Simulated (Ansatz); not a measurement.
Basis-set series for C$_{3}$H$_{9}$ClO$_{3}$Ti (`C[O][Ti]([Cl])([O]C)[O]C`). Charge 0, multiplicity 1. The geometry is a stationary point of PBE0-D4/def2-TZVP. It is one conformer, not always the lowest.

| functional | basis | functions | energy (Eh) | HOMO (eV) | LUMO (eV) |
| --- | --- | --- | --- | --- | --- |
| PBE0-D4 | def2-SVP | 178 | -1654.04781 | -7.87 | -1.20 |
| PBE0-D4 | def2-TZVPP | 418 | -1654.71765 | -8.10 | -1.26 |
| ωB97M-V | def2-SVP | 178 | -1654.54202 | -10.10 | 1.02 |
| ωB97M-V | def2-TZVPP | 418 | -1655.22324 | -10.37 | 0.92 |

(1) Give the rows for def2-QZVPP. (Estimate.)

## Answers

(1) Computed: 
| functional | basis | functions | energy (Eh) | HOMO (eV) | LUMO (eV) |
| --- | --- | --- | --- | --- | --- |
| PBE0-D4 | def2-QZVPP | 775 | -1654.76663 | -8.12 | -1.29 |
| ωB97M-V | def2-QZVPP | 775 | -1655.26983 | -10.41 | 0.63 |

Positive LUMOs are unbound and depend on the basis. Scalar relativity is left out up to krypton.
